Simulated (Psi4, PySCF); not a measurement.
RKS-B3LYP/6-31G* against SAPT0 for weakly bound pairs: interaction energy at the lowest point of the other level's approach curve.

Values in kJ/mol, from Psi4 and PySCF. Where two bases are given, the first is that of RKS-B3LYP/6-31G*. SAPT0 is a level with its own limits. RKS-B3LYP/6-31G* carries no counterpoise correction, SAPT0 does. The orientations were chosen at GFN2-xTB, which favours that level's own wells.

| system | basis | RKS-B3LYP/6-31G* | SAPT0 | RKS-B3LYP/6-31G* − SAPT0 |
|---|---|---|---|---|
| C1CC1.[H][H] singlet | 6-31G* / jun-cc-pVDZ | -0.7 | -1.4 | 0.7 |
| C.C#C singlet | 6-31G* / jun-cc-pVDZ | -1.8 | -1.1 | -0.8 |
| O=CO.[SeH2] singlet | 6-31G* / jun-cc-pVDZ | -8.2 | -7.8 | -0.4 |
| C=O.[SiH3][SiH3] singlet | 6-31G* / jun-cc-pVDZ | -2.7 | -3.8 | 1.1 |
| ClCl.F[Si](F)(F)F singlet | 6-31G* / jun-cc-pVDZ | -1.9 | -2.2 | 0.3 |
| O[Si](O)(O)O.[H][H] singlet | 6-31G* / jun-cc-pVDZ | -0.7 | -1.1 | 0.4 |
| O=S=O.[GeH4] singlet | 6-31G* / jun-cc-pVDZ | -1.5 | -2.5 | 1.0 |
| CCC.[SeH2] singlet | 6-31G* / jun-cc-pVDZ | 0.4 | -2.8 | 3.2 |
| O[Si](O)(O)O.[SiH3]Cl singlet | 6-31G* / jun-cc-pVDZ | -13.4 | -13.9 | 0.5 |
| C.CC#N singlet | 6-31G* / jun-cc-pVDZ | -1.7 | -2.6 | 0.9 |

The mean difference from SAPT0 is 0.7 kJ/mol (median 0.6) and the mean absolute one 0.9 kJ/mol (median 0.7); RKS-B3LYP/6-31G* lies above in 8 and below in 2 of 10 cases. It is closest for ClCl.F[Si](F)(F)F singlet (0.3), O=CO.[SeH2] singlet (-0.4), O[Si](O)(O)O.[H][H] singlet (0.4) and furthest off for CCC.[SeH2] singlet (3.2), C=O.[SiH3][SiH3] singlet (1.1), O=S=O.[GeH4] singlet (1.0).
